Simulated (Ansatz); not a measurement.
The same path of BrH + Cl2FGeH (7 atoms, charge 0, multiplicity 1) was run twice with different band settings. Lost on the way: Ge1–F2, Br6–H7. Made: Ge1–Br6, F2–H7.

Method: RKS PBE0-D4/def2-SVP (Ansatz).

Relaxed end points:

```xyz
7
Properties=species:S:1:pos:R:3
Ge -0.154 0.264 -0.226
F 0.027 0.015 1.488
Cl 1.809 0.372 -1.025
H -0.945 1.552 -0.420
Cl -1.162 -1.446 -0.975
Br 1.773 -2.824 1.950
H 1.031 -1.609 2.071
```

```xyz
7
Properties=species:S:1:pos:R:3
Ge 0.328 -0.469 -0.460
F -0.092 0.079 2.802
Cl 1.803 0.338 -1.779
H -0.290 0.609 0.417
Cl -1.146 -1.472 -1.637
Br 1.372 -2.068 0.842
H 0.404 -0.695 2.678
```

Common settings: movable images 5; climbing image yes; spring 5.0 eV/Å²; optimiser quadratic models (default); start path through a guess of the saddle point; force threshold 0.05 eV/Å; end points relaxed.

| run | iteration limit |
| --- | --- |
| 1 | 60 |
| 2 | 10 |

Task: What does each run give, and how far can it be trusted?

Result: Run 1: converged after 8 iterations, highest image 1.024 eV above the first end. A vibrational analysis at the climbing image gives one clearly imaginary mode, 456i cm⁻¹: a first-order saddle point.
Run 2: converged after 8 iterations, highest image 1.024 eV above the first end. Another band between the same ends (5 images) ends at a top of the same energy, where a vibrational analysis finds 1 clearly imaginary mode.
The orbitals stay closed-shell, which can raise the energy where a bond breaks towards radicals; this wasn't checked here.
